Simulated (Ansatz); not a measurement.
Consider the formal exchange of groups at the Se–C bond: `OC1([SeH])CC1` + `[F][AlH2]` → `[F][AlH][SeH]` + `OC1CC1`.

Computed with Ansatz on PBE0-D4/def2-TZVP structures; ΔE is electronic, products minus reactants. CCSD(T)/CBS adds triple-zeta CCSD(T) − MP2 to the extrapolated MP2 energy (def2 sets, frozen cores). This one scheme is used for every species. For Se outer-core shells are correlated without core-valence functions, which leaves a few kJ/mol of doubt a bond. Scalar relativity is left out up to krypton. One conformer a species, not always the lowest.

| species | CCSD(T)/CBS(def2) energy (Eh) |
| --- | --- |
| `OC1([SeH])CC1` | -2593.60134 |
| `[F][AlH2]` | -343.06661 |
| `[F][AlH][SeH]` | -2743.83001 |
| `OC1CC1` | -192.89809 |

(1) Work out ΔE.

Largest T1 diagnostic among the species: 0.012.

## Answers

(1) ΔE = (-2743.83001) + (-192.89809) − (-2593.60134) − (-343.06661) = -0.06015 Eh = -157.9 kJ/mol.

From PBE to PBE0 (25 % exact exchange), in def2-TZVPP and without D4, ΔE moves by −6.4 kJ/mol. In def2-TZVPP, CCSD(T) changes the Hartree–Fock value by +18.9 kJ/mol (the triples alone add +3.8 kJ/mol) and MP2 by +20.9 kJ/mol. The D4 term adds +7.7 kJ/mol with B3LYP and +4.1 kJ/mol with PBE0; it sums over pairs of atoms, weighted by their polarisabilities, and B3LYP, whose exchange is more repulsive, gets the larger term.

B3LYP here is the variant with VWN-RPA as its local correlation; programs differ in this.
